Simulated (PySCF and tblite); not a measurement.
Results of a calculation; reference values are marked as such.
**Dynamics report: rotation**

System: C3H10OSSi, numbered as in [CH3:1][CH:2]([CH3:3])[S@:4](=[O:5])[SiH3:6].

Motion: rotation about the C2–S4 bond (torsion C1–C2–S4–O5 from 38° to -77°, falling). The path came from a restrained scan, a climbing-image band and a saddle search at GFN2-xTB; energies are PBE0/pcSseg-1 + D3(BJ), IEF-PCM dimethylsulfoxide//GFN2-xTB, thermal terms GFN2-xTB. Rates follow Eyring's equation with the number of equivalent paths and no tunnelling. Programs: tblite and PySCF.

```
 point  symmetry  E(GFN2) kcal/mol  E(DFT) kcal/mol  ZPE change kcal/mol  lowest mode cm⁻¹  dipole D
 start        C1               0.0              0.0                 0.00                63      5.41
saddle        C1               3.3              3.9                -0.13               69i      5.40
   end        C1               0.1             -0.2                -0.08                64      5.24
```

| Quantity | Value |
| --- | --- |
| Electronic barrier | 3.9 kcal/mol |
| Barrier with zero-point energy | 3.8 kcal/mol |
| ΔH‡ (298 K) | 3.3 kcal/mol |
| ΔS‡ (298 K, symmetry apart) | -3.1 cal/(mol K) |
| Paths | 1 equivalent path |
| End point | a different minimum |
| Mean lifetime of the start against this motion at 298 K | 210 ps |
| Cost | 72 s on 1 thread of Intel Xeon Platinum 8559C, on a host shared with other jobs (rough), peak memory 0.87 GiB, launched as `OMP_NUM_THREADS=1 python ens_run.py task.json out` |

| T/K | ΔG‡ kcal/mol | k s⁻¹ | ΔG kcal/mol | k back s⁻¹ |
| --- | --- | --- | --- | --- |
| 200 | 4.0 | 1.6×10⁸ | -0.3 | 7×10⁷ |
| 250 | 4.2 | 1.2×10⁹ | -0.3 | 6.3×10⁸ |
| 298 | 4.3 | 4.7×10⁹ | -0.3 | 2.7×10⁹ |
| 350 | 4.4 | 1.3×10¹⁰ | -0.3 | 8.2×10⁹ |
| 400 | 4.5 | 2.9×10¹⁰ | -0.3 | 1.8×10¹⁰ |

ΔG and ΔG‡ leave out symmetry numbers and mirror images; rates count paths: 1 out, 1 back.
